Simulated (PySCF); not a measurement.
Two species compared at the same levels of theory.

First species: C6H10OS.
Numbering: `[CH3:1][S:2]/[C:3]([CH3:4])=[CH:5]/[C:6]([CH3:7])=[O:8]` (hydrogens: H9, H10, H11 on C1; H12, H13, H14 on C4; H15 on C5; H16, H17, H18 on C7)

Second species: para-fluorobenzonitrile, C₇H₄FN.
Bonds: N1–C2 (triple), C2–C3, C3–C4 (aromatic), C4–C5 (aromatic), C5–C6 (aromatic), C6–F7, C6–C8 (aromatic), C8–C9 (aromatic), C3–C9 (aromatic). Hydrogens: H10 on C4; H11 on C5; H12 on C8; H13 on C9.

Levels: PBE0/def2-SVPD for dipole moment, HOMO energy, LUMO energy, HOMO–LUMO gap, static isotropic polarisability and electronic spatial extent ⟨r²⟩ about the centre of nuclear charge; TDDFT PBE0/def2-SVPD for lowest singlet excitation; TDA PBE0/def2-SVPD for lowest triplet excitation (Tamm–Dancoff); ΔSCF PBE0/def2-SVPD for vertical ionisation energy; PBE0-D3(BJ)/def2-SVP for rotational constant A and rotational constant C. Geometries: PBE0-D3(BJ)/def2-SVP. Each structure is a single optimised conformer of the isolated species, non-relativistic unless stated; the electronic structure was computed with PySCF and density fitting.

Dipoles, sizes and rotational constants follow the conformer. The torsions of the flexible species, by atom-mapped SMILES:
- `[CH3:1][S:2]/[C:3]([CH3:4])=[CH:5]/[C:6]([CH3:7])=[O:8]`: C1–S2–C3–C4 180°, C3–C5–C6–C7 -179°

**Question.** Which of the two has the higher LUMO energy, and by how much?

**Answer.** The first: -1.39 eV against -1.70 eV, a difference of 0.31 eV.

**Question.** Which of the two has the higher ⟨r²⟩, and by how much?

**Answer.** The first: 1491 bohr² against 1240 bohr², a difference of 251 bohr².

**Question.** Which of the two has the higher rotational constant A, and by how much?

**Answer.** The second: 5.643 GHz against 3.008 GHz, a difference of 2.635 GHz.

**Question.** Which has the higher rotational constant C?

**Answer.** The second: 0.829 GHz against 0.758 GHz, a difference of 0.071 GHz.

**Question.** Which of the two has the higher HOMO–LUMO gap, and by how much?

**Answer.** The second: 6.11 eV against 5.22 eV, a difference of 0.89 eV.

**Question.** Which has the higher T1 energy?

**Answer.** The second: 3.71 eV against 3.08 eV, a difference of 0.63 eV.

**Question.** Which has the higher vertical ionisation energy?

**Answer.** The second: 9.65 eV against 8.38 eV, a difference of 1.27 eV.

**Question.** Which of the two has the higher static isotropic polarisability, and by how much?

**Answer.** The first: 104.1 au against 85.1 au, a difference of 19.0 au.

On the first: In atomic units the dipole is 1.46 e·bohr (1 au = 2.5417 D). The principal polarisabilities are 68.2, 104.9 and 139.3 au; their mean is the isotropic value.

On the second: The polarisability is 12.60 Å³ as a volume (1 au = 0.148185 Å³), or 1.37 au for each of the 62 electrons. S1 lies 0.93 eV below the HOMO–LUMO gap; its leading configuration is HOMO→LUMO+1, weight 0.59, beside HOMO−1→LUMO, weight 0.40.
